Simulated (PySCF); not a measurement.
BCl2, SMILES [B](Cl)Cl (connectivity only; charge and spin as stated), charge +1, multiplicity 1. Atoms are numbered in the order given.

```xyz
3

Cl     0.0000     0.0000     1.6192
B      0.0000     0.0000     0.0000
Cl     0.0000     0.0000    -1.6192
```
Charge +1, spin multiplicity 1.

Geometry optimised at PBE-D3(BJ)/def2-TZVP. The multiplicity is an assumed one; other spin states were not compared. The isomer is the one that the SMILES or the coordinates give; other isomers of the formula were not compared.

These are HF/pcSseg-2 (PySCF) values and carry that method's errors.

GIAO shieldings, no solvent; atoms alike by connectivity are averaged. δ = σ(ref) − σ: ³⁵Cl against HCl (σ = 947.2 ppm); ¹¹B against BF3 (σ = 104.0 ppm), references at their B3LYP-D3(BJ)/def2-TZVP geometries, non-relativistic (without spin–orbit terms, shifts of atoms bonded to Cl or Br come out too high).

**Question.** Estimate the chemical shifts. (The exact figures need the calculation; the answer reports its results.)

**Answer.** 
```
nucleus     atoms  count  δ (ppm)
-------  --------  -----  -------
³⁵Cl     Cl1, Cl3      2    135.5
¹¹B            B2      1     40.1
```
